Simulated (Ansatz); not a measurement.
The same path of H₈OSi₃ (12 atoms, charge 0, multiplicity 1) was run twice with different band settings. Lost on the way: Si1–O2, Si1–H7. Made: O2–H7.

Computed with Ansatz 0.2.0, RHF/6-31G*.

Relaxed end points:

```xyz
12
Properties=species:S:1:pos:R:3
Si -0.019 -0.081 -0.056
O -0.002 -0.402 1.548
Si -0.306 -0.325 3.146
H -1.489 -1.142 3.471
H 0.854 -0.842 3.890
H -0.563 1.068 3.556
H 1.357 0.207 -0.507
H -0.836 1.123 -0.319
Si -0.891 -1.910 -1.250
H -2.272 -2.214 -0.816
H -0.913 -1.592 -2.695
H -0.061 -3.118 -1.049
```

```xyz
12
Properties=species:S:1:pos:R:3
Si 0.349 0.194 -0.722
O 0.694 -0.309 1.326
Si -0.287 -0.395 2.711
H -0.789 -1.763 2.863
H 0.580 -0.042 3.846
H -1.370 0.568 2.528
H 1.630 -0.421 1.450
H -0.770 1.098 -0.272
Si -1.053 -1.707 -1.114
H -2.062 -1.978 -0.054
H -1.799 -1.516 -2.384
H -0.266 -2.959 -1.260
```

Common settings: spring 5.0 eV/Å²; optimiser quadratic models (default); start path through a guess of the saddle point; force threshold 0.03 eV/Å; iteration limit 60; end points relaxed.

| run | movable images | climbing image |
| --- | --- | --- |
| 1 | 5 | yes |
| 2 | 8 | no |

**Question.** What does each run give, and how far can it be trusted?

**Answer.** Run 1: converged after 53 iterations, highest image 2.837 eV above the first end. The highest image is an end point: on this band no image between the ends rises above it. Between wells the path still climbs a hump at image 4, 2.83 eV above the well before it.
Run 2: not converged after 60 iterations, highest image 3.991 eV above the first end. The band didn't meet its force threshold, so its energies are provisional: the largest band force was still 0.08 eV/Å, and over the last iterations the top moved between 3.93 and 3.99 eV. Inner images lie below an end point, which means an intermediate or an end that isn't the lowest structure nearby.
The orbitals stay closed-shell, which can raise the energy where a bond breaks towards radicals; this wasn't checked here.
